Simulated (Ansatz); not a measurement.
Start from `[F][Ti]([F])([F])[O][SiH3]` and change one atom or group to get `[OH][Ti]([F])([F])[F]`.

Ansatz, PBE0-D4/def2-TZVP geometries, multiplicity 1. Each molecule was computed in one conformer, which needn't be the lowest.

Scalar relativity is left out up to krypton.

| property | `[F][Ti]([F])([F])[O][SiH3]` |
| --- | --- |
| size of the dipole moment (PBE/def2-TZVPP) / D | 2.16 |
| HOMO–LUMO gap (PBE0/def2-TZVPP) / eV | 7.17 |
| LUMO energy (ωB97M-V/def2-TZVPP) / eV | -0.18 |
| HOMO energy (ωB97M-V/def2-TZVPP) / eV | -11.93 |
| size of the dipole moment (B3LYP/def2-TZVPP) / D | 2.27 |
| size of the dipole moment (ωB97M-V/def2-TZVPP) / D | 2.12 |

Problem. What does the change do to each property? (Best estimate.)

Solution. The calculation gave: 
| property | `[OH][Ti]([F])([F])[F]` | shift |
| --- | --- | --- |
| size of the dipole moment (PBE/def2-TZVPP) / D | 2.43 | 0.27 |
| HOMO–LUMO gap (PBE0/def2-TZVPP) / eV | 8.04 | 0.87 |
| LUMO energy (ωB97M-V/def2-TZVPP) / eV | -0.20 | -0.02 |
| HOMO energy (ωB97M-V/def2-TZVPP) / eV | -13.06 | -1.13 |
| size of the dipole moment (B3LYP/def2-TZVPP) / D | 2.52 | 0.25 |
| size of the dipole moment (ωB97M-V/def2-TZVPP) / D | 2.49 | 0.37 |

With PBE0 the HOMO falls by 0.93 eV and the LUMO falls by 0.05 eV, so the gap widens by about 0.88 eV. PBE moves the HOMO by -0.57 eV and ωB97M-V by -1.13 eV. The zero-point energy changes by -45.2 kJ/mol with -9 modes. Dipoles are sizes alone; their direction can turn.

B3LYP here is the variant with VWN-RPA as its local correlation; programs differ in this.
